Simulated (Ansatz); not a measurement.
Mulliken charges of C₂H₃BCl₂ (`ClC1(Cl)BC1`) from ωB97M-V/def2-TZVPP in Ansatz (PBE0-D4/def2-TZVP geometry).

```
atom   x (Å)   y (Å)   z (Å)  charge (e)
 Cl1   0.879  -0.970   1.805      -0.065
  C2  -0.216  -0.403   0.562       0.035
 Cl3  -1.796  -1.159   0.576      -0.065
  B4  -0.113   1.051   0.083      -0.054
  C5   0.382  -0.096  -0.800      -0.255
  H6  -0.304   2.196   0.299       0.143
  H7   1.450  -0.269  -0.911       0.131
  H8  -0.191  -0.407  -1.670       0.131
```

Question: By hand: the dipole of these point charges (1 e Å = 4.8032 D).

Answer: Σ q r = (0.082, 0.317, -0.231) e Å, of length 0.401 e Å = 1.93 D.

Question: How does the dipole of the full density compare? (An estimate is asked.)

Answer: Ansatz gave: (0.122, 0.241, -0.303) e Å, 1.95 D; the point charges give 0.99 times that, at 16° from its direction.

Point charges leave out the atoms' own dipoles, such as those of lone pairs, and Mulliken's split depends on the basis, so the close match here is no proof of good charges.
